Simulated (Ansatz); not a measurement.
## Multireference treatment of MnH₂, sextet

Computed with Ansatz's Gaussian-basis code (development build). Basis def2-SVP, nonrelativistic, 5 orbitals frozen in the corrections. State-specific CASSCF; RHF is the lowest restricted (open-shell) Hartree–Fock solution met. Small basis; these aren't basis-limit values. Solutions may break the symmetry of the shape. Lower solutions, or ones in other orbitals, may exist.

Geometry:

```xyz
3

H     0.0000    0.0000    1.7000
Mn    0.0000    0.0000    0.0000
H     0.0000    0.0000   -1.7000
```

What do CASSCF and its corrections give against RHF in CAS(9,8), and what are the occupations?

CASSCF -0.443 eV, SC-NEVPT2 -6.509 eV; occupations 2.00, 1.97, 1.00, 1.00, 1.00, 1.00, 1.00, 0.03.
